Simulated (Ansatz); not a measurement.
CH$_{4}$FGeN, SMILES `N=[C](F)[GeH3]`, relaxed with RKS PBE-D4/def2-SVP in the Gaussian-basis code of Ansatz from a rough embedded geometry. The force threshold is 0.03 eV/Å; the program also tests the step.

The species carries charge 0 and has multiplicity 1.

Start:

```xyz
8

N    -0.505    1.177    1.337
C    -0.792    0.508    0.273
F    -2.034    0.598   -0.210
Ge    0.430   -0.596   -0.570
H     0.517    1.102    1.706
H     1.682    0.207   -1.112
H     0.939   -1.713    0.380
H    -0.237   -1.284   -1.804
```

```
        step  energy (eV)  largest force (eV/Å)  largest move (Å)
           1  -61800.6708                 3.273             0.000
           2  -61800.9693                 1.292             0.086
           3  -61801.0164                 0.353             0.066
           4  -61801.0239                 0.260             0.028
           5  -61801.0320                 0.190             0.045
           6  -61801.0336                 0.109             0.048
           7  -61801.0359                 0.059             0.032
           8  -61801.0369                 0.022             0.054
9 (rejected)  -61801.0334                 0.477             0.189
          10  -61801.0384                 0.174             0.092
          11  -61801.0395                 0.345             0.097
          12  -61801.0426                 0.248             0.029
          13  -61801.0534                 0.297             0.199
          14  -61801.0587                 0.527             0.195
          15  -61801.0649                 0.212             0.028
          16  -61801.0727                 0.038             0.097
          17  -61801.0743                 0.037             0.060
          18  -61801.0744                 0.244             0.084
          19  -61801.0754                 0.071             0.020
          20  -61801.0756                 0.010             0.011
```

End:

```xyz
8

N    -0.708    1.020    1.516
C    -0.657    0.674    0.303
F    -1.526    1.258   -0.561
Ge    0.505   -0.625   -0.657
H     0.000    0.511    2.067
H     1.321    0.129   -1.733
H     1.447   -1.267    0.392
H    -0.382   -1.700   -1.327
```

It took 13 s on 4 threads of a server CPU on a shared host, with 0.17 GiB of host memory at the peak.
